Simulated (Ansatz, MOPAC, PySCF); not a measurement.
System: RbI, charge 0, multiplicity 1. SMILES: [Rb][I]
Geometry: optimised at B3LYP-D3(BJ)/def2-TZVP (Ansatz, a quantum-chemistry and plane-wave program).

Unscaled harmonic wavenumbers (cm⁻¹) in rising order, each level at the stationary point that it reaches from this structure (no distance between atoms moves by over 0.3 Å); the order of modes can differ between levels, and a negative number is imaginary. B3LYP-D3(BJ)/def2-TZVP (PySCF, at the structure above): 130.

AM1 (MOPAC): 143. Zero-point energy 0.2 against 0.2 kcal/mol.

PM6 (MOPAC): 114. Zero-point energy 0.2 against 0.2 kcal/mol.

HF/LANL2DZ (Ansatz): 119. Zero-point energy 0.2 against 0.2 kcal/mol.
